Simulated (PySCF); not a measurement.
Electron correlation in Rb(20+) (rubidium, charge +20)

[Ne] 3s2 3p5, 2P determinant. Calculation: PySCF 2.14, in an even-tempered Gaussian basis (18 s from 1.9 bohr⁻², ratio 2.5; 12 p from 2.4 bohr⁻², ratio 2.5; 5 d from 13 bohr⁻², ratio 2.7; 4 f from 20 bohr⁻², ratio 2.7); the spin-free X2C one-electron Hamiltonian (Gaussian nucleus). Frozen: 1s2; 15 electrons correlated; the 21 highest virtual orbitals of each spin left out.

```csv
level,correlation energy (mhartree)
CCSD,-594.91
(T),-2.30
CCSD(T),-597.21
```

Diagnostics: T1 = 0.0012, D1 = 0.0054, largest double amplitude 0.030.

Spin-orbit coupling, absent here, splits the open shell strongly.

Cost of the coupled-cluster step: roughly 29 core-seconds, for 15 correlated electrons.

At this charge the one-electron X2C treatment keeps the bare 1/r₁₂, with no two-electron picture change or Breit term. The effect here is smaller than on the frozen 1s shell; and a scalar Hamiltonian misses the large spin-orbit splitting of the p shells, which matters for ns² → np² pairs.
